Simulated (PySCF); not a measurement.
O$_{2}$Se, triplet, at a GFN2-xTB geometry (a higher spin typed on purpose: for a closed-shell molecule this is an excited state). Base run: B3LYP/cc-pVDZ run with PySCF.

PySCF was given this input:
```python
from pyscf import gto, scf, dft, solvent

mol = gto.M(
    atom='''
O    -1.324807   -0.678302    0.052920
Se   -0.017778    0.278053   -0.026471
O     1.400365   -0.503424    0.059583
''',
    basis='cc-pvdz',
    charge=0,
    spin=2,
    verbose=4,
)

mf = dft.UKS(mol)
mf.xc = 'b3lyp'
mf.kernel()
```

Each row names what was changed in the base input (with any setting that the change needs).

```json
[
 {"change": "base", "ΔE vs base (kJ/mol)": "0.00", "dipole (D)": "1.98"},
 {"change": "model = IEF-PCM; solvent = dimethylsulfoxide; vdw_scale = 1.1", "ΔE vs base (kJ/mol)": "-23.40", "dipole (D)": "2.64"},
 {"change": "model = COSMO; solvent = dimethylsulfoxide", "ΔE vs base (kJ/mol)": "-16.00", "dipole (D)": "2.48"},
 {"change": "model = IEF-PCM; solvent = dimethylsulfoxide", "ΔE vs base (kJ/mol)": "-16.04", "dipole (D)": "2.48"},
 {"change": "model = IEF-PCM; solvent = n-hexane", "ΔE vs base (kJ/mol)": "-5.79", "dipole (D)": "2.16"},
 {"change": "model = IEF-PCM; solvent = dimethylsulfoxide; vdw_scale = 1.4", "ΔE vs base (kJ/mol)": "-8.73", "dipole (D)": "2.29"},
 {"change": "model = IEF-PCM; solvent = dimethylsulfoxide; lebedev_order = 11", "ΔE vs base (kJ/mol)": "-16.10", "dipole (D)": "2.47"},
 {"change": "model = IEF-PCM; solvent = acetonitrile", "ΔE vs base (kJ/mol)": "-15.86", "dipole (D)": "2.47"},
 {"change": "model = IEF-PCM; solvent = water", "ΔE vs base (kJ/mol)": "-16.27", "dipole (D)": "2.49"},
 {"change": "model = C-PCM; solvent = dimethylsulfoxide", "ΔE vs base (kJ/mol)": "-16.20", "dipole (D)": "2.48"},
 {"change": "model = IEF-PCM; solvent = dimethylsulfoxide; lebedev_order = 41", "ΔE vs base (kJ/mol)": "-16.04", "dipole (D)": "2.48"},
 {"change": "model = IEF-PCM; solvent = dimethylsulfoxide; vdw_scale = 1.0", "ΔE vs base (kJ/mol)": "-36.4", "dipole (D)": "2.89"}
]
```

The base is the gas phase, so ΔE is the electrostatic part of solvation at a fixed geometry, without cavity and dispersion terms.

Open shells are given as the SCF converged; they aren't shown to be the lowest states, and a large step between rows can be another state.
